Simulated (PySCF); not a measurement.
H₅BGeO₂ (SMILES O[B](O)[GeH3]), singlet, at a GFN2-xTB geometry. Base run: PBE/6-31G in PySCF.

Input for PySCF:
```python
from pyscf import gto, scf, dft, solvent

mol = gto.Mole()
mol.atom = '''
    B    -1.002619    0.119686    0.349436
    Ge    0.927690   -0.107260   -0.321720
    H     1.225526   -1.388196   -1.044138
    H     1.408280    0.913814   -1.313130
    H     1.999101   -0.098982    0.731435
    O    -1.384337   -0.258530    1.581808
    H    -0.715578   -0.635477    2.151267
    O    -1.972988    0.647808   -0.416768
    H    -1.731721    0.928493   -1.297902
'''
mol.basis = '6-31g'
mol.charge = 0
mol.spin = 0
mol.verbose = 4
mol.build()

mf = dft.RKS(mol)
mf.xc = 'pbe'
mf.kernel()
```

The base run was repeated with changes; each row names its change, and settings that it needs were set with it.

```tsv
change	ΔE vs base (kcal/mol)	dipole (D)	HOMO-LUMO gap (eV)
base	0.000	1.32	5.92
model = IEF-PCM; solvent = methanol; lebedev_order = 41	-9.45	1.51	6.01
model = IEF-PCM; solvent = toluene	-4.32	1.41	5.96
model = SS(V)PE; solvent = methanol	[?]	1.51	6.00
model = IEF-PCM; solvent = methanol; vdw_scale = 1.4	[?]	[?]	[?]
model = COSMO; solvent = methanol	-9.44	1.51	6.01
model = IEF-PCM; solvent = methanol; vdw_scale = 1.0	-16.59	1.68	6.05
model = IEF-PCM; solvent = methanol; lebedev_order = 11	-8.92	1.52	6.00
model = IEF-PCM; solvent = methanol	-9.41	1.51	6.01
model = C-PCM; solvent = methanol	-9.60	1.52	6.01
model = IEF-PCM; solvent = chloroform	[?]	[?]	[?]
model = IEF-PCM; solvent = n-hexane	-3.29	1.38	5.95
```

**Question.** Some entries are withheld; supply them.

**Answer.** 
- model = SS(V)PE; solvent = methanol, ΔE vs base (kcal/mol): -9.28
- model = IEF-PCM; solvent = methanol; vdw_scale = 1.4, ΔE vs base (kcal/mol): -5.52
- model = IEF-PCM; solvent = methanol; vdw_scale = 1.4, dipole (D): 1.45
- model = IEF-PCM; solvent = methanol; vdw_scale = 1.4, HOMO-LUMO gap (eV): 5.97
- model = IEF-PCM; solvent = chloroform, ΔE vs base (kcal/mol): -6.71
- model = IEF-PCM; solvent = chloroform, dipole (D): 1.46
- model = IEF-PCM; solvent = chloroform, HOMO-LUMO gap (eV): 5.98

The base is the gas phase, so ΔE is the electrostatic part of solvation at a fixed geometry, without cavity and dispersion terms.
